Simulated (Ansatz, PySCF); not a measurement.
Ta(OH)3 (H₃O₃Ta), SMILES [OH][Ta]([OH])[OH] (connectivity only; charge and spin as stated), neutral, multiplicity 3. Atoms are numbered in the order given.

```xyz
7

Ta     0.0115     0.1435    -0.1229
O     -1.5962    -0.7834    -0.5303
H     -2.3606    -1.3580    -0.5726
O      0.1395     1.6429    -1.3572
H     -0.2295     2.5099    -1.1277
O      1.5730     0.1716     0.9589
H      2.2686     0.0372     1.6025
```
Charge 0, spin multiplicity 3.

Geometry: r2SCAN-D4/def2-SVP. The multiplicity is an assumed one; other spin states were not compared. The def2 effective core potentials stand for the cores of Ta; spin–orbit coupling is left out. Other conformers were not sampled.

Two levels are set side by side: PBE-D3(BJ)/def2-SVP (Ansatz, a quantum-chemistry and plane-wave program) and r2SCAN-D4/def2-SVP (Ansatz). Each level has its own optimised geometry; the coordinates shown are those of the second. Frequencies come from the Hessian of PySCF at each geometry. Differences are taken from unrounded values.

```
quantity                            r2SCAN-D4  PBE-D3(BJ)  PBE-D3(BJ) minus r2SCAN-D4
----------------------------------  ---------  ----------  --------------------------
mean bond length (Å)                    1.438       1.445                       0.007
bond Ta1–O2 (Å)                         1.900       1.906                       0.006
bond Ta1–O4 (Å)                         1.946       1.950                       0.004
bond Ta1–O6 (Å)                         1.900       1.906                       0.006
bond O2–H3 (Å)                          0.957       0.966                       0.008
bond O4–H5 (Å)                          0.970       0.980                       0.010
bond O6–H7 (Å)                          0.957       0.966                       0.008
highest harmonic wavenumber (cm⁻¹)       3995        3878                        -117
mean harmonic wavenumber (cm⁻¹)          1100        1064                         -36
zero-point energy (kcal/mol)            23.59       22.83                       -0.76
```
